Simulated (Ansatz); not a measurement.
Ti2S (the lowest singlet isomer of a short search), 3 atoms. Hardware: 4 threads of Arm Neoverse V2 on a shared host.

The 6-31G sets use Cartesian d functions. Correlated methods freeze 15 core orbitals; core or outer-core shells of Ti are correlated, in sets that lack core-valence functions.

Problem. How many basis functions does each of these Ansatz runs have, and roughly what does it cost? B3LYP-D4/6-31G, charge 0 singlet, energy; r2SCAN-D4/def2-TZVP, charge 1 doublet at the geometry of the charge 0 singlet, energy, from earlier orbitals; PBE-D4/def2-SVP, charge 0 singlet, energy, from earlier orbitals; PBE0-D4/def2-SVP, charge 0 unrestricted singlet, energy with a search over starts; PBE0-D4/def2-TZVP, charge 1 doublet at the geometry of the charge 0 singlet, energy; HSE06-D4/def2-TZVP, charge 0 triplet, energy, from earlier orbitals; HF/def2-TZVP, charge 0 triplet, energy, from earlier orbitals; B3LYP-D4/def2-TZVP, charge 0 quintet, energy, from earlier orbitals; PBE-D4/def2-TZVPD, charge 0 singlet, energy, from earlier orbitals; MP2/def2-TZVP, charge 0 singlet, energy, from earlier orbitals; HF/6-31G, charge 0 quintet, energy; PBE-D4/def2-TZVP, charge 0 singlet, frequencies.

Solution. Other jobs shared the machine, so times can vary by a factor of up to 3. A dash marks memory too small to be measured apart from the calling script's.

| run | functions | fitting or Cholesky vectors | wall time | peak host memory (GiB) |
| --- | --- | --- | --- | --- |
| PBE-D4/def2-SVP, charge 0 singlet, energy, from earlier orbitals | 80 | 965 | 0.9 s | – |
| B3LYP-D4/6-31G, charge 0 singlet, energy | 71 | 948 | 1.2 s | – |
| PBE-D4/def2-TZVPD, charge 0 singlet, energy, from earlier orbitals | 142 | 1145 | 1.7 s | – |
| HF/6-31G, charge 0 quintet, energy | 71 | 948 | 3 s | – |
| HSE06-D4/def2-TZVP, charge 0 triplet, energy, from earlier orbitals | 127 | 1025 | 6.5 s | – |
| HF/def2-TZVP, charge 0 triplet, energy, from earlier orbitals | 127 | 1025 | 7 s | – |
| B3LYP-D4/def2-TZVP, charge 0 quintet, energy, from earlier orbitals | 127 | 1027 | 9 s | – |
| MP2/def2-TZVP, charge 0 singlet, energy, from earlier orbitals | 127 | 1026 | 9 s | – |
| PBE-D4/def2-TZVP, charge 0 singlet, frequencies | 127 | 1087 | 11 s | – |
| r2SCAN-D4/def2-TZVP, charge 1 doublet at the geometry of the charge 0 singlet, energy, from earlier orbitals | 127 | 1087 | 16 s | – |
| PBE0-D4/def2-SVP, charge 0 unrestricted singlet, energy with a search over starts | 80 | 858 | 31 s | – |
| PBE0-D4/def2-TZVP, charge 1 doublet at the geometry of the charge 0 singlet, energy | 127 | 1026 | 36 s | 0.55 |
